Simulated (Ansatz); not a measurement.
Relaxation of CH4ClFMgO (9 atoms, charge 0, multiplicity 1), to a largest force component of 0.03 eV/Å in at most 50 steps.

Computed with Ansatz, RKS B3LYP-D4/def2-SVP.

```xyz
9
Properties=species:S:1:pos:R:3
Mg -1.449 -0.046 -1.145
O 0.214 -0.060 -0.044
C 1.028 -0.970 0.626
Cl -3.234 -0.190 -2.413
H 0.090 2.156 0.365
F -0.497 2.815 0.118
H 2.049 -0.556 0.756
H 0.650 -1.210 1.642
H 1.149 -1.937 0.094
```

Q: Where does it end, and by what steps?

A: It converged. After 23 steps the energy has fallen by 1.940 eV; Cl4 moved furthest, 1.53 Å. Parted: H5–F6 (0.92 → 2.98 Å). Joined: Mg1–F6 (3.27 → 1.77 Å), O2–H5 (2.26 → 0.97 Å).

```tsv
step	energy less start (eV)	largest force component (eV/Å)	accepted
0	0.0000	1.970	yes
1	-0.4094	0.972	yes
2	-0.7235	0.713	yes
3	-1.0318	0.731	yes
4	-1.1648	0.906	yes
5	-1.2794	0.620	yes
6	-1.3979	0.918	yes
7	-1.5212	3.045	yes
8	-1.7396	0.431	yes
9	-1.7759	0.436	yes
10	-1.7764	0.732	yes
11	-1.8197	0.398	yes
12	-1.8286	0.469	yes
13	-1.8426	0.229	yes
14	-1.8670	0.180	yes
15	-1.8817	0.213	yes
16	-1.8919	0.313	yes
17	-1.8996	0.418	yes
18	-1.9147	0.392	yes
19	-1.9316	0.269	yes
20	-1.9381	0.131	yes
21	-1.9400	0.041	yes
22	-1.9385	0.147	no
23	-1.9402	0.008	yes
```

```xyz
9
Properties=species:S:1:pos:R:3
Mg -1.297 1.028 -0.838
O 0.261 0.438 0.312
C 0.825 -0.874 0.479
Cl -1.962 -0.833 -1.869
H 0.703 1.104 0.859
F -1.390 2.758 -0.466
H 1.886 -0.876 0.186
H 0.718 -1.208 1.522
H 0.256 -1.537 -0.185
```

Whether the end is a true minimum wasn't checked by a vibrational analysis.

Time of the run: 50 s on 2 threads of Intel(R) Xeon(R) Platinum 8488C (Sapphire Rapids), on a shared host, peak memory 0.22 GiB.
